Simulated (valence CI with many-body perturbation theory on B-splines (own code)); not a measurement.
Energy levels of Dy LIII

Method: valence CI with perturbative core correlation (CI+MBPT): four valence electrons over a frozen Dirac-Fock core [Ne], a basis of 11 s, 11 p, 10 d, 8 f, 5 g, 2 h functions for each j, with the one-electron correlation potential Σ1, the two-electron term Σ2, the three-electron term Σ3, Breit, model QED; selected CI, second order for the rest, scaled by the run's own slope (own B-spline code, finite nucleus).

The last digits are not significant, and no measured levels were compared; by estimate large intervals hold to a few tenths of a per cent, small ones and those within an open d or f shell to about a per cent. Among the levels kept, up to 590 cm⁻¹ of a level comes from second order outside the variational space, and about a tenth of that is noise between levels of different J, which matters for small intervals.

Levels 1 to 45 of 178, with energies above the lowest level, (3s^2 3p1/2^2) J=0. "Leading %" is the weight of the configuration and term that name the level; weights of strongly mixed levels are sums over their largest components and can fall short. In the jj column 3d3/2^4 stands for four electrons in 3d with j = 3/2. Lifetimes count E1, E2, E3, M1 and M2 decay at the calculated energies, and are blank where another channel may lead or the interval is too uncertain; long ones can be off by a factor of two.

```
No.  Configuration  Term  J  E (eV)  Leading %  Lifetime                   Leading jj
  1        3s2 3p2    3P  0    0.00         70                    3s^2 3p1/2^2 (99 %)
  2        3s2 3p2    3P  1  198.78         99   19.6 ns      3s^2 3p1/2 3p3/2 (99 %)
  3        3s2 3p2    1D  2  206.99         63   1.92 μs      3s^2 3p1/2 3p3/2 (99 %)
  4         3s 3p3   3P°  2  338.96         45   54.5 ps      3s 3p1/2^2 3p3/2 (96 %)
  5         3s 3p3   3D°  1  363.80         31   2.79 ps      3s 3p1/2^2 3p3/2 (83 %)
  6      3s2 3p 3d   3F°  2  389.30         74    154 ps      3s^2 3p1/2 3d3/2 (99 %)
  7        3s2 3p2    3P  2  411.82         63   8.79 ns          3s^2 3p3/2^2 (98 %)
  8      3s2 3p 3d   3D°  1  425.66         46    509 fs      3s^2 3p1/2 3d3/2 (84 %)
  9        3s2 3p2    1S  0  429.58         69   7.42 ns          3s^2 3p3/2^2 (98 %)
 10      3s2 3p 3d   3P°  2  452.31         43   5.44 ps      3s^2 3p1/2 3d5/2 (94 %)
 11      3s2 3p 3d   3F°  3  453.19         53   8.78 ps      3s^2 3p1/2 3d5/2 (96 %)
 12      3s 3p2 3d    5F  1  532.81         43   25.5 ps      3s 3p1/2^2 3d3/2 (98 %)
 13         3s 3p3   3D°  2  533.07         50   3.59 ps      3s 3p1/2 3p3/2^2 (92 %)
 14      3s 3p2 3d    3D  2  538.85         29   26.2 ps      3s 3p1/2^2 3d3/2 (95 %)
 15         3s 3p3   3D°  3  547.74         92   5.90 ps      3s 3p1/2 3p3/2^2 (92 %)
 16         3s 3p3   3P°  0  558.18         88   3.45 ps      3s 3p1/2 3p3/2^2 (88 %)
 17         3s 3p3   3P°  1  570.15         37   2.00 ps      3s 3p1/2 3p3/2^2 (84 %)
 18         3s 3p3   1D°  2  571.33         56   1.53 ps      3s 3p1/2 3p3/2^2 (73 %)
 19         3s 3p3   3S°  1  580.54         34    714 fs      3s 3p1/2 3p3/2^2 (96 %)
 20      3s 3p2 3d    3D  3  592.00         32   6.91 ps      3s 3p1/2^2 3d5/2 (96 %)
 21      3s 3p2 3d    3F  2  604.06         29   6.19 ps      3s 3p1/2^2 3d5/2 (93 %)
 22      3s2 3p 3d   3F°  3  620.61         41    968 fs      3s^2 3p3/2 3d3/2 (92 %)
 23      3s2 3p 3d   3D°  2  622.44         41    493 fs      3s^2 3p3/2 3d3/2 (73 %)
 24      3s2 3p 3d   3P°  1  623.32         48    618 fs      3s^2 3p3/2 3d3/2 (84 %)
 25      3s2 3p 3d   3P°  0  624.51         87    718 fs      3s^2 3p3/2 3d3/2 (87 %)
 26      3s2 3p 3d   3F°  4  646.77         99   18.4 ns      3s^2 3p3/2 3d5/2 (99 %)
 27      3s2 3p 3d   3P°  2  653.74         43   10.8 ps      3s^2 3p3/2 3d5/2 (94 %)
 28      3s2 3p 3d   3D°  3  676.42         56   2.32 ps      3s^2 3p3/2 3d5/2 (93 %)
 29      3s2 3p 3d   1P°  1  684.38         63   3.37 ps      3s^2 3p3/2 3d5/2 (95 %)
 30            3p4    3P  2  706.22         28   3.89 ps  3s 3p1/2 3p3/2 3d3/2 (54 %)
 31      3s 3p2 3d    5D  0  713.62         71   19.2 ps  3s 3p1/2 3p3/2 3d3/2 (89 %)
 32      3s 3p2 3d    5D  1  716.22         53   29.0 ps  3s 3p1/2 3p3/2 3d3/2 (99 %)
 33      3s 3p2 3d    5F  3  720.61         46   26.7 ps  3s 3p1/2 3p3/2 3d3/2 (95 %)
 34      3s 3p2 3d    5F  2  722.16         27   2.11 ps  3s 3p1/2 3p3/2 3d3/2 (57 %)
 35            3p4    1S  0  730.16         42   1.61 ps       3p1/2^2 3p3/2^2 (67 %)
 36      3s 3p2 3d    3F  4  734.67         29   64.1 ps  3s 3p1/2 3p3/2 3d3/2 (91 %)
 37      3s 3p2 3d    3F  2  747.02         62   1.74 ps  3s 3p1/2 3p3/2 3d3/2 (84 %)
 38      3s 3p2 3d    3D  3  751.74         29   1.03 ps  3s 3p1/2 3p3/2 3d3/2 (84 %)
 39      3s 3p2 3d    5P  1  756.28         34    883 fs  3s 3p1/2 3p3/2 3d3/2 (95 %)
 40      3s 3p2 3d    5P  2  756.76         26    723 fs  3s 3p1/2 3p3/2 3d3/2 (85 %)
 41      3s 3p2 3d    5D  4  760.89         47    262 ps  3s 3p1/2 3p3/2 3d5/2 (99 %)
 42      3s 3p2 3d    3G  3  761.08         49   1.07 ps  3s 3p1/2 3p3/2 3d3/2 (97 %)
 43      3s 3p2 3d    3D  1  762.62         39    808 fs  3s 3p1/2 3p3/2 3d3/2 (90 %)
 44         3s 3p3   3P°  2  770.96         49   1.04 ps            3s 3p3/2^3 (94 %)
 45      3s 3p2 3d    3P  2  779.38         34   3.60 ps  3s 3p1/2 3p3/2 3d5/2 (93 %)
```

The ionisation energy to 3s2 3p 2P°_1/2 of the next ion comes out as 4947.3 eV (NIST: 4945 ± 4 eV (theoretical)). All 178 levels together are meant to be complete up to 1191.66 eV.
